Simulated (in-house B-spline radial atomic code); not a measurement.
Yb²⁺. Computed with a B-spline radial atomic code. Model: non-relativistic spherical atom: semilocal Troullier-Martins pseudo-atom, one channel per l, against all electrons, high spin, G0W0 and RPA with empty states to l = 8, local potential for every l without a channel, a model core (radius 0 = none) keeps its share of the functional.

Without relativity these are model numbers for so heavy an element.

What the tables leave out is listed at the end.

The pseudopotential gives back the lowest level of each angular momentum of its own functional in the configuration it was made in; a second state of the same l is only approximately right. Exact exchange, RPA and GW see the smooth pseudo-orbitals and miss the exchange with the core, for which the functional's share stands in. The column with an uncorrelated core keeps all orbitals and exact exchange, and so separates missing core correlation from pseudisation. Only the three outermost levels and the lowest empty one were computed. RPA here is direct RPA, with no exchange kernel, and its energies carry an (l + 1/2)⁻⁴ tail. A hybrid on a potential with a model core restores only its own semilocal share of the core's exchange.

Command:
```bash
python run_psgw.py task.json out
```
Settings (lengths in bohr, energies in hartree):
```
Z                      70
electrons              68
configuration          [Xe] 4f14
generated_in           [Xe] 4f14 6s2
functional             pbe,pbe
core_shells            8
radius_factor          1.3
core_correction        True
```

Run time, properties included: 42 s on 1 thread of Arm Neoverse N1 (shared host).

Given: made with PBE; model core radius 0.319 bohr; local radius 0.86 bohr; mean-field start PBE.

Valence shells of the generating configuration: 4d, 5s, 5p, 4f, 6s.

Channel: s 1.517, p 1.657, d 0.642, f 2.097 (radii in bohr).

Computed: largest level miss in the spin-unpolarised generating configuration 0.066 eV; valence RPA correlation energy all-electron orbitals -2.819 hartree; valence RPA correlation energy pseudo -3.2608 hartree; pseudo-atom RPA polarisability 5.9665 bohr³.

```csv
level,occupied,mean-field all-electron (eV),mean-field pseudo minus all (eV),G0W0 all-electron (eV),G0W0 uncorrelated core minus all (eV),G0W0 pseudo minus all (eV),exchange self-energy all-electron (eV),exchange self-energy pseudo (eV)
4f,1,-21.521,-0.236,-30.135,0.175,3.335,-75.245,-45.935
6s (empty),0,-13.925,-0.215,-11.244,-0.016,-0.426,-2.3261,-2.6124
```

Task: What is the all-electron RPA polarisability, core included?

Result: 5.9268 bohr³.

Given: mean-field start PBE0.

Computed: valence RPA correlation energy all-electron orbitals -2.7042 hartree; valence RPA correlation energy pseudo -3.1444 hartree; all-electron RPA polarisability, core included 5.2318 bohr³.

```csv
level,occupied,mean-field all-electron (eV),mean-field pseudo minus all (eV),G0W0 all-electron (eV),G0W0 uncorrelated core minus all (eV),G0W0 pseudo minus all (eV),exchange self-energy all-electron (eV),exchange self-energy pseudo (eV)
4f,1,-24.674,1.342,-30.249,0.183,3.476,-75.705,-46.024
6s (empty),0,-12.986,-0.237,-11.218,-0.014,-0.379,-2.0863,-2.3198
```

Task: What is the pseudo-atom RPA polarisability?

Result: 5.3746 bohr³.

Among the listed levels the largest G0W0 shift of the pseudo-atom is +3.48 eV, for 4f on the PBE0 start, while leaving the core uncorrelated moves that level by +0.18 eV. So pseudisation and the lost core exchange, not the missing core correlation, make the error. Not in the tables (levels of low weight, unsolved or above zero; the highest and the empty levels are kept at any weight): on PBE the G0W0 levels 5p (pseudo minus all -1.66 eV, weights 0.45 and 0.80), 5s (pseudo minus all -2.44 eV, weights 0.14 and 0.18); on PBE0 the G0W0 levels 5p (pseudo minus all -2.71 eV, weights 0.71 and 0.83), 5s (pseudo minus all -0.23 eV, weights 0.11 and 0.28); no Hartree-Fock pseudo-atom is run with a model core.
